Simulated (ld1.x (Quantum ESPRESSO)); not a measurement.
vanadium (V) TM: all-electron and pseudo phase curves

vanadium (V), norm-conserving Troullier–Martins (Kleinman–Bylander form), made with ld1.x (Quantum ESPRESSO) 7.5 (PBE, scalar-relativistic). Core [Ar], reference 3d4 4s1 4p0. Waves: 4s (bound): rc 3.66 bohr; 4p (bound, empty): rc 4.05 bohr; 3d (bound): rc 1.75 bohr. Local part: all-electron potential smoothed inside 3.30 bohr (lloc = -1). Core correction: Bessel-smoothed model core inside 1.65 bohr.

The phase is arctan(r·u′/u) with u = r·R(r), unwrapped; energies in Ry, scanned from -2 to 5 Ry. A pole is an energy at which the radial function vanishes at the test radius. The pseudo phase is shifted by a multiple of π to meet the all-electron one at the reference energy, and phase errors are pseudo minus all-electron; the curves can meet again beyond the range given. Levels narrower than the energy grid can be missing from the lists of poles.

| channel | radius (bohr) | reference energy (Ry) | poles, all-electron | poles, pseudo | unbroken range about the reference energy with phases within 0.05 rad | phase error 1 Ry above the reference energy (rad) |
| --- | --- | --- | --- | --- | --- | --- |
| s | 4.41 | -0.28 | 0.02, 2.46 | 0.01, 1.65, 3.51 | below 0.6 | -0.114 |
| p | 4.41 | -0.08 | 0.47, 3.00 | 0.46, 2.40 | below 1.0 | -0.031 |
| d | 4.41 | -0.18 | -0.14, 1.34, 3.95 | -0.14, 1.48, 4.61 | below 0.3 | +0.069 |

Phases in the p channel:

```tsv
E (Ry)	all-electron	pseudo
-2.00	1.402	1.402
-1.52	1.373	1.373
-1.04	1.321	1.321
-0.56	1.187	1.186
-0.08	-0.168	-0.168
0.40	-1.532	-1.536
0.88	-1.736	-1.762
1.36	-2.170	-2.762
1.84	-4.279	-4.525
2.32	-4.593	-4.696
2.80	-4.686	-4.800
3.28	-4.745	-5.041
3.76	-4.809	-7.395
4.24	-4.930	-7.736
4.72	-5.793	-7.815
```
